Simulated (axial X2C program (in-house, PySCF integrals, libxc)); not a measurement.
**Low determinants of CoSe⁺ at the PBE0 level, two-component**

All values were computed with an in-house relativistic program for diatomic molecules. Two-component (2c) means X2C with spin–orbit coupling and atomic mean-field two-electron Coulomb and Gaunt terms. Basis: Se dyall-cv3z [8s9p6d4f1g], Co dyall-cv3z [9s10p6d3f2g] (cores contracted in-house); Gaussian nuclei, density fitting, unrestricted open shells. Masses: Se 79.917 u, Co 58.933 u.

Search at 2.174 Å (vertical energies from the lowest determinant):

| ΔE (eV) | state | electrons beyond evenly filled partner blocks | electrons in ±ω = 1/2, 3/2, 5/2, 7/2 |
| --- | --- | --- | --- |
| 0.00 | Ω = 4 | ω = 3/2, ω = 5/2 | 40 17 3 0 |
| 0.53 | Ω = 3 | ω = 1/2, ω = 5/2 | 41 16 3 0 |
| 0.59 | Ω = 5 | ω = -1/2, 2 × ω = 3/2, ω = 5/2 | 41 16 3 0 |
| 0.75 | Ω = 5 | 2 × ω = 1/2, ω = 3/2, ω = 5/2 | 40 17 3 0 |
| 0.79 | Ω = 3 | 2 × ω = 3/2 | 40 16 4 0 |
| 0.83 | Ω = 1 | 2 × ω = 1/2 | 40 16 4 0 |
| 0.84 | Ω = 2 | ω = -1/2, ω = 5/2 | 41 16 3 0 |

Lowest determinant, Ω = 4 (⟨Sz⟩ = 2.00, ⟨Lz⟩ = 2.00 at PBE0): Re = 2.171 Å, ωe = 324.8 cm⁻¹.

The determinant in row 2 of the search, Ω = 3 (⟨Sz⟩ = 1.00, ⟨Lz⟩ = 2.00 at PBE0), was followed along the bond at PBE0; measured from the minimum of the lowest determinant it gives:

Te = 0.522 eV (4211 cm⁻¹), Re = 2.209 Å, ωe = 325.9 cm⁻¹.

**Question.** Compare the bond of the determinant in row 2 with that of the lowest one.

**Answer.** At PBE0 its Re is 0.038 Å longer and its force constant, which goes as ωe², is 1.01 times that of the lowest determinant. T0 ≈ Te + Δωe/2 = 4211 + (1) = 4212 cm⁻¹.

The search compares states at one distance, so a state with another bond length can lie lower; it is not exhaustive and yields mostly the lowest determinant of each block pattern, so other components and higher states of one pattern are missing. These are energies of single determinants, not of spin-adapted states; PBE0 term energies can be off by some tenths of an eV, and the functional has no current term. Open-shell Ω = 0 determinants with evenly filled partner blocks cannot be reached by this program, so the Ω shown need not be the lowest component. The lowest determinant need not be the ground state where others lie within half an eV.
